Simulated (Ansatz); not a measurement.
**Cost against result**

Saddle point of Si3H9F, closed shell (Si₂H₅F ([F][SiH2][SiH3]) + SiH₄ → Si₃H₈ ([SiH3][SiH2][SiH3]) + HF; bonds formed: Si1–Si7, F2–H6; bonds broken: Si1–F2, H6–Si7), PBE0-D4/def2-TZVP structure:

```
13
angstrom
Si -0.8468 0.0251 0.2482
F 0.0512 1.5331 1.1876
H -1.2080 -0.7799 -0.9817
H -2.1506 0.6034 0.6392
Si 0.2620 -1.5044 1.6184
H 0.2457 1.4035 -0.0044
Si 0.4076 1.0217 -1.7598
H 0.2893 -1.0371 3.0266
H -0.4109 -2.8288 1.5394
H 1.6564 -1.6490 1.1215
H 1.3612 2.1637 -1.8702
H -0.7634 1.2797 -2.6307
H 1.1064 -0.2310 -2.1338
```

Barriers are electronic and count from the start structure reached by relaxing down the imaginary mode.

Program: Ansatz 0.2.0. Basis: as named in each row. Cores are frozen in the correlated methods. B3LYP uses VWN-RPA correlation. Extrapolation: Hartree–Fock as exp(−7.88 √X), correlation as X^−2.97.

Times are rough, for one single point on 8 threads of a shared host (Arm Neoverse V2).

The estimate by CCSD(T) at an estimated basis limit (MP2 extrapolated from triple and quadruple zeta, plus CCSD(T) − MP2 in triple zeta) is 2.917 eV.

```tsv
method	basis	time (s)	barrier (eV)	method less estimate
HF	STO-3G	under 1	5.201	2.284
PBE-D4	STO-3G	under 1	2.637	-0.280
SPW92	def2-SVP	under 1	1.842	-1.075
B3LYP-D4	6-31G	under 1	2.599	-0.317
PBE-D4	def2-SVP	under 1	2.171	-0.746
PBE0-D4	def2-SVP	under 1	2.479	-0.438
SPW92	def2-TZVPP	under 1	1.940	-0.976
PBE-D4	def2-TZVPP	1	2.257	-0.660
BLYP-D4	def2-TZVPP	1	2.624	-0.293
B3LYP-D4	def2-TZVPP	2	2.837	-0.080
BHLYP-D4	def2-TZVPP	2	3.183	0.266
PBE0-D4	def2-TZVPP	2	2.559	-0.357
CAM-B3LYP-D4	def2-TZVPP	2	2.936	0.019
wB97M-V	def2-SVP	2	2.733	-0.183
CCSD(T)	def2-SVP	2	3.035	0.118
r2SCAN-D4	def2-TZVPP	2	2.572	-0.345
r2SCAN0-D4	def2-TZVPP	2	2.766	-0.150
RPA on PBE	def2-TZVPP	3	2.954	0.038
B2PLYP	def2-TZVPP	3	2.935	0.018
PBE-QIDH	def2-TZVPP	3	2.815	-0.102
wB97X-V	def2-TZVPP	4	2.858	-0.059
wB97M-V	def2-TZVPP	5	2.821	-0.096
B97M-V	def2-TZVPP	6	2.775	-0.141
MP2	def2-QZVPP	12	2.902	-0.014
CCSD(T)	def2-TZVPP	78	2.954	0.037
```

All methods are single points on the PBE0-D4 structures.

No T1 diagnostic of these runs exceeds 0.015.

Labels in which every atom is bracketed show which atoms are joined, not bond orders.
